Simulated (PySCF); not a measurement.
Planning an excited-state job on `O=C(Cl)/C=C(/F)Cl`.

Method: TDDFT CAM-B3LYP/def2-SVPD, vertical, gas phase, core orbitals frozen in the response (PySCF 2.14.0, density-fitted response routines). Geometry: GFN2-xTB. Work: 8 singlets by full TDDFT, 3 Tamm–Dancoff triplets, polarisability, density fitting. The command runs a driver script over a list of jobs; the input below is this job's line of settings and its coordinates in Å.

Command:
```bash
OMP_NUM_THREADS=1 python probes_run.py task.json out
```

Input:
```
{"job": {"kind": "uv", "xc": "CAM-B3LYP", "basis": "def2-SVPD", "nstates": 8, "ntriplets": 3}, "charge": 0, "multiplicity": 1}
O      1.642546     1.056330    -0.341618
C      1.156210    -0.024934    -0.432304
Cl     2.087635    -1.367042    -1.104492
C     -0.177209    -0.458446    -0.053031
C     -1.082858     0.370607     0.484925
F     -2.287289    -0.089397     0.811120
Cl    -0.883941     2.013028     0.822166
H     -0.446036    -1.490734    -0.211332
```

Hardware: an Arm Neoverse V1 with one thread, on a shared host. PySCF's memory limit was set to 1040 MB.

Problem. How large is the basis?

Solution. 168 functions for 70 electrons, with 688 fitting functions; the fitted three-index integrals, 688 × 168 × 169/2 numbers of 8 bytes, come to 75 MiB.

Problem. Estimate the wall time.

Solution. About 31 s. The SCF took 15 cycles.

Problem. Estimate the peak memory.

Solution. About 0.72 GiB. Peak memory is the resident size of the whole Python process, interpreter and libraries included.

Problem. At this speed, how long would 1000 such jobs take on 64 cores, one job a core?

Solution. 1000/64 gives 16 rounds of 31 s, about 8.3 min of wall time and 8.6 core-hours, if the jobs don't slow each other.

Other jobs ran on the host; a repeat could differ by tens of per cent or more.

The run converged: HOMO -9.93 eV, LUMO -1.51 eV; lowest singlet 4.47 eV; lowest triplet 3.48 eV (Tamm–Dancoff); mean polarisability 70.7 au.
